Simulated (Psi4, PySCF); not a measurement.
The Psi4 input:
```
memory 2 GB

molecule {
0 2
  Na    0.00000000    0.00000000    0.00000000
}

set basis 6-311g**
set reference uks
set scf_type pk
set puream true
set d_convergence 1e-8
set dft_radial_points 99
set dft_spherical_points 590

energy('blyp')
print_variables()
```

### Question
Write the same job for PySCF.

### Answer
Several could match; the one computed here: 
```python
from pyscf import gto, scf, dft

mol = gto.M(
    atom='''
Na    0.00000000    0.00000000    0.00000000
''',
    basis='6-311g**',
    spin=1,
    verbose=4,
)

mf = dft.UKS(mol)
mf.xc = 'blyp'
mf.grids.atom_grid = (99, 590)
mf.grids.prune = None
mf.kernel()
```

Both were run: Psi4 gave -162.274709 Eh and PySCF -162.274709 Eh, 0.000 mEh apart.
